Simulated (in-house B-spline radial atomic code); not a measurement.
A run on an ion of nuclear charge 26 with 26.7 electrons that did not converge. Method: scalar-relativistic (X2C) BHandHLYP, spin-polarised, spherical fractional occupations, Fermi nucleus of rms radius 3.7377 fm; computed with an all-electron radial atomic-structure program (B-spline basis).

Command:
```bash
python run_scf.py task.json out
```
Settings (nuclear radius in fm, mass in u):
```
Z                26
configuration    [Ar] 3d6.7 4s2
hamiltonian      x2c
method           bhandhlyp
spin_polarised   True
nucleus          fermi
rms_radius       3.7377
atomic_mass      55.93494
speed_of_light   137.035999084
```

First and last ten iterations of the last attempt (damped for 15 steps, keeping 80 % of the old Fock matrix, then DIIS):
```
 iter        energy (Eh)    residual
    1       -1259.674001    3.95e-01
    2       -1262.013486    5.62e-01
    3       -1266.804979    3.91e-01
    4       -1269.559882    2.52e-01
    5       -1271.053312    1.49e-01
    6       -1271.808543    9.46e-02
    7       -1272.163375    6.87e-02
    8       -1272.320524    4.93e-02
    9       -1272.389669    3.45e-02
   10       -1272.423911    2.35e-02
  111       -1272.022828    5.36e-02
  112       -1272.021805    5.37e-02
  113       -1272.022023    5.37e-02
  114       -1272.021986    5.37e-02
  115       -1272.022813    5.36e-02
  116       -1272.414785    2.09e-02
  117       -1272.413048    2.14e-02
  118       -1271.982218    5.52e-02
  119       -1271.984202    5.50e-02
  120       -1271.984097    5.51e-02
 not converged after 120 iterations
```

The smallest residual met was 1.8e-02; the threshold is about 3e-07. No energy from this run should be used. The likely cause: this method binds the added charge weakly or not at all at the basis-set limit, so charge moves back and forth between the atom and the box. Cost of the run: 5.8 s on 1 thread of Arm Neoverse N1 (shared host).
